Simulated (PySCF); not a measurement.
In(CF3)(OH)2 (CH2F3InO2), SMILES [OH][In]([C](F)(F)F)[OH].

Geometry optimised at B3LYP-D3(BJ)/def2-SVP. The def2 effective core potentials stand for the cores of In; spin–orbit coupling is left out. The values are those of a single conformer.

These are B3LYP-D3(BJ)/def2-SVP (PySCF 2.14.0) values and carry that method's errors.

Frequencies are harmonic and unscaled.

```json
[
 {"mode": "1", "ν (cm⁻¹)": "5", "IR (km/mol)": "0.4", "Raman (Å⁴/amu)": "0.6", "depolarisation": "0.75", "moving atoms (share of kinetic energy)": "F 52 %, O 44 %"},
 {"mode": "2", "ν (cm⁻¹)": "68", "IR (km/mol)": "5.9", "Raman (Å⁴/amu)": "0.7", "depolarisation": "0.70", "moving atoms (share of kinetic energy)": "O 55 %, F 24 %, In 14 %"},
 {"mode": "3", "ν (cm⁻¹)": "96", "IR (km/mol)": "12.8", "Raman (Å⁴/amu)": "0.7", "depolarisation": "0.75", "moving atoms (share of kinetic energy)": "O 51 %, F 24 %, In 21 %"},
 {"mode": "4", "ν (cm⁻¹)": "130", "IR (km/mol)": "19.9", "Raman (Å⁴/amu)": "3.0", "depolarisation": "0.68", "moving atoms (share of kinetic energy)": "O 79 %, H 11 %"},
 {"mode": "5", "ν (cm⁻¹)": "199", "IR (km/mol)": "9.3", "Raman (Å⁴/amu)": "0.1", "depolarisation": "0.66", "moving atoms (share of kinetic energy)": "F 68 %, In 16 %, C 9 %"},
 {"mode": "6", "ν (cm⁻¹)": "208", "IR (km/mol)": "2.4", "Raman (Å⁴/amu)": "1.8", "depolarisation": "0.73", "moving atoms (share of kinetic energy)": "F 79 %, C 10 %"},
 {"mode": "7", "ν (cm⁻¹)": "239", "IR (km/mol)": "11.8", "Raman (Å⁴/amu)": "7.9", "depolarisation": "0.17", "moving atoms (share of kinetic energy)": "F 58 %, In 31 %"},
 {"mode": "8", "ν (cm⁻¹)": "281", "IR (km/mol)": "118.1", "Raman (Å⁴/amu)": "0.6", "depolarisation": "0.75", "moving atoms (share of kinetic energy)": "H 93 %"},
 {"mode": "9", "ν (cm⁻¹)": "317", "IR (km/mol)": "69.6", "Raman (Å⁴/amu)": "0.4", "depolarisation": "0.75", "moving atoms (share of kinetic energy)": "H 91 %"},
 {"mode": "10", "ν (cm⁻¹)": "519", "IR (km/mol)": "0.4", "Raman (Å⁴/amu)": "0.7", "depolarisation": "0.75", "moving atoms (share of kinetic energy)": "F 92 %"},
 {"mode": "11", "ν (cm⁻¹)": "520", "IR (km/mol)": "0.1", "Raman (Å⁴/amu)": "0.8", "depolarisation": "0.74", "moving atoms (share of kinetic energy)": "F 93 %"},
 {"mode": "12", "ν (cm⁻¹)": "592", "IR (km/mol)": "64.6", "Raman (Å⁴/amu)": "27.0", "depolarisation": "0.08", "moving atoms (share of kinetic energy)": "O 89 %, In 9 %"},
 {"mode": "13", "ν (cm⁻¹)": "612", "IR (km/mol)": "77.6", "Raman (Å⁴/amu)": "9.2", "depolarisation": "0.46", "moving atoms (share of kinetic energy)": "O 83 %, In 15 %"},
 {"mode": "14", "ν (cm⁻¹)": "725", "IR (km/mol)": "6.3", "Raman (Å⁴/amu)": "5.0", "depolarisation": "0.02", "moving atoms (share of kinetic energy)": "F 84 %, C 15 %"},
 {"mode": "15", "ν (cm⁻¹)": "796", "IR (km/mol)": "56.9", "Raman (Å⁴/amu)": "1.3", "depolarisation": "0.55", "moving atoms (share of kinetic energy)": "H 94 %"},
 {"mode": "16", "ν (cm⁻¹)": "827", "IR (km/mol)": "97.5", "Raman (Å⁴/amu)": "2.6", "depolarisation": "0.68", "moving atoms (share of kinetic energy)": "H 92 %"},
 {"mode": "17", "ν (cm⁻¹)": "1136", "IR (km/mol)": "309.1", "Raman (Å⁴/amu)": "14.6", "depolarisation": "0.33", "moving atoms (share of kinetic energy)": "C 72 %, F 28 %"},
 {"mode": "18", "ν (cm⁻¹)": "1143", "IR (km/mol)": "250.7", "Raman (Å⁴/amu)": "5.3", "depolarisation": "0.39", "moving atoms (share of kinetic energy)": "C 72 %, F 28 %"},
 {"mode": "19", "ν (cm⁻¹)": "1161", "IR (km/mol)": "242.4", "Raman (Å⁴/amu)": "5.0", "depolarisation": "0.40", "moving atoms (share of kinetic energy)": "C 72 %, F 28 %"},
 {"mode": "20", "ν (cm⁻¹)": "3814", "IR (km/mol)": "60.0", "Raman (Å⁴/amu)": "152.9", "depolarisation": "0.29", "moving atoms (share of kinetic energy)": "H 94 %"},
 {"mode": "21", "ν (cm⁻¹)": "3822", "IR (km/mol)": "50.1", "Raman (Å⁴/amu)": "133.9", "depolarisation": "0.25", "moving atoms (share of kinetic energy)": "H 94 %"}
]
```
